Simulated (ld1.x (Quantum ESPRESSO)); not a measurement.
## An all-electron radial function and its pseudo partner (calcium (Ca))

Columns: radius, all-electron u(r) and pseudo u(r) of the 3d shell (level -16.05 eV) of calcium in the configuration [Ne] 3s2 3p6 3d0 4s0 4p0; PBE, non-relativistic, TM scheme, ld1.x (Quantum ESPRESSO) 7.5.

```csv
r (bohr),all-electron,pseudo
0.138,0.0423,0.0045
0.275,0.1726,0.0338
0.413,0.3286,0.1051
0.550,0.4674,0.2202
0.688,0.5774,0.3683
0.825,0.6557,0.5239
0.963,0.7047,0.6627
1.100,0.7285,0.7623
1.238,0.7332,0.8152
1.375,0.7239,0.8234
1.513,0.7044,0.7977
1.650,0.6781,0.7521
1.788,0.6472,0.6977
1.925,0.6138,0.6436
2.062,0.5791,0.5939
2.200,0.5437,0.5495
2.338,0.5086,0.5101
2.475,0.4742,0.4745
2.613,0.4405,0.4405
2.750,0.4081,0.4081
2.888,0.3767,0.3767
3.025,0.3468,0.3468
3.162,0.3183,0.3183
3.300,0.2912,0.2912
3.438,0.2657,0.2657
3.575,0.2421,0.2421
```

(1) How many radial nodes do the two functions have?

(2) At about which radius was the pseudo-wave matched?

(3) Is the pseudo-wave norm-conserving?

Answers

(1) The all-electron 3d function has n − l − 1 = 0; the pseudo-wave has 0.

(2) 2.75 bohr. The columns agree to 0.0005 from 2.48 bohr on; several derivatives are matched, so the curves merge somewhat inside the radius.

(3) Yes: the TM scheme keeps the norm inside the radius equal to the all-electron one, which fixes the energy derivative of the logarithmic derivative at the level.
